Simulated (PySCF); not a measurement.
SbS₂, doublet: structure and spectrum

All numbers come from PySCF, UPBE0, basis Sb def2-TZVP with ECP28, S def2-TZVP (scalar-relativistic core potentials, no spin–orbit coupling, density fitting).

The structure is a minimum.

```xyz
3
charge 0 multiplicity 2, angstrom
Sb    0.0000    0.0000   -0.3595
S     1.9748    0.0000    0.6797
S    -1.9748    0.0000    0.6797
```

```json
{
  "Point group": "C2v",
  "Bond lengths": "Sb–S 2.232 Å (×2)",
  "Bond angles": "S–Sb–S 124.5°",
  "Heat capacity Cp at 298.15 K": "53.1 J/(mol K)",
  "Enthalpy at 298.15 K above 0 K": "13.20 kJ/mol",
  "Dipole moment": "1.72 D",
  "Spin squared ⟨S²⟩": "0.762",
  "Highest occupied level (β)": "-7.23 eV",
  "Entropy at 298.15 K and 1 bar (electronic part: spin only)": "304.7 J/(mol K)",
  "Principal quadrupole moments (Buckingham, traceless) about the centre of mass": "-6.57, 3.07, 3.50 D Å",
  "Rotational symmetry number": "2",
  "Zero-point energy": "5.9 kJ/mol",
  "Rotational constants": "0.3732, 0.0676, 0.05723 cm⁻¹",
  "Atomisation energy without zero-point energy": "603 kJ/mol",
  "Lowest empty level (β)": "-4.90 eV",
  "Principal polarisabilities": "46.8, 61.2, 148.3 bohr³"
}
```

Harmonic modes (masses in u: Sb 120.904, S 31.972):
```
symmetry  ω (cm⁻¹)  IR (km/mol)
      a1       127          2.6
      b2       417          3.0
      a1       436          2.1
```

In C2v the vibrations span 2a1 + b2. Here b1 is antisymmetric to the molecular plane and b2 lies in it.

Charges (e):
```
atom  Mulliken  Löwdin  polar tensor  spin (Mulliken)  Mayer order to Sb1
 Sb1      0.71    0.11          0.38             0.16                   –
S2,3     -0.35   -0.06         -0.19             0.42                1.75
```
Other Mayer orders above 0.3: S–S 0.33.

Mulliken populations on Sb1 (electrons outside its core potential): s 3.71, p 8.27, d 10.25, f 0.05.

Other isomers or separated fragments may lie lower. No spin–orbit coupling is included, which matters more the heavier the element.

The final relaxation and frequency run took about 110 core-seconds on a shared host.
